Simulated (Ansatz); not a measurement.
Cost and result for the atomization energy of CH₉NOSi₂ (`C[SiH2]N[SiH2]O`) (14 atoms, 13 bonds).

```
atom    x (Å)    y (Å)    z (Å)
  C1  -1.4410   1.1129  -1.6784
 Si2  -1.0971   0.0324  -0.1978
  N3   0.5459  -0.5160  -0.1562
 Si4   1.6832  -0.3117   1.1152
  O5   1.3637  -1.1953   2.4670
  H6  -0.8005   1.9977  -1.6722
  H7  -1.2618   0.5695  -2.6102
  H8  -2.4837   1.4419  -1.6810
  H9  -2.0463  -1.1179  -0.2231
 H10  -1.2990   0.7843   1.0689
 H11   0.8729  -1.0469  -0.9506
 H12   3.0029  -0.6861   0.5376
 H13   1.6705   1.0807   1.6137
 H14   1.2903  -2.1455   2.3670
```

Total charge 0; spin multiplicity 1. Geometry: relaxed with PBE0-D4/def2-TZVP. It is one conformer, not always the lowest. Program: Ansatz. All runs use 2 threads of an AMD EPYC 7R13 on a shared host and a share of an NVIDIA H100 80 GB. Times are those of one run each, without the atoms' runs, and a repeat can differ threefold. Electronic energies, without spin–orbit coupling; frozen cores. CCSD(T)/CBS adds CCSD(T) − MP2 in def2-TZVPP to the MP2 limit, and its time is that of the two runs behind it. T1 = 0.011. B3LYP takes the VWN-RPA correlation (the form of Gaussian; ORCA's B3LYP/G).

CCSD(T)/CBS is a level of theory with its own doubt, some kJ/mol a heavy atom from the limit and from the frozen cores, so smaller differences don't rank the functionals.

```tsv
level	functions	wall time	atomization (kcal/mol)	difference from CCSD(T)/CBS	per bond
PBE-D4/def2-TZVPP (with forces)	303	4.3 s	1192.4	-1.4	-0.1
ωB97X-V/def2-TZVPP	303	6.5 s	1196.1	2.3	0.2
B2PLYP/def2-TZVPP	303	6.5 s	1177.1	-16.7	-1.3
PBE0-D4/def2-TZVPP	303	7 s	1179.3	-14.5	-1.1
CCSD(T)/def2-TZVPP	303	7 s	1160.4	-33.4	-2.6
ωB97M-V/def2-TZVPP (with forces)	303	7.5 s	1194.5	0.7	0.1
MP2/def2-QZVPP	581	7.5 s	1190.0	-3.8	-0.3
r2SCAN-D4/def2-TZVPP (with forces)	303	8 s	1187.3	-6.5	-0.5
B3LYP-D4/def2-TZVPP (with forces)	303	9 s	1190.4	-3.4	-0.3
CCSD(T)/CBS(def2)	–	15 s	1193.8	0.0	0.0
```

From PBE to PBE0 (25 % exact exchange), in def2-TZVPP and without D4, the atomization energy moves by −12.1 kcal/mol: exact exchange takes away binding that semilocal exchange gives to molecules. The D4 term adds +11.3 kcal/mol with B3LYP and +6.0 kcal/mol with PBE0; it sums over pairs of atoms, weighted by their polarisabilities, and B3LYP, whose exchange is more repulsive, gets the larger term. In def2-TZVPP, CCSD(T) changes the Hartree–Fock value by +283.5 kcal/mol (the triples alone add +13.5 kcal/mol) and MP2 by +293.0 kcal/mol; breaking electron pairs costs correlation energy, which Hartree–Fock lacks.
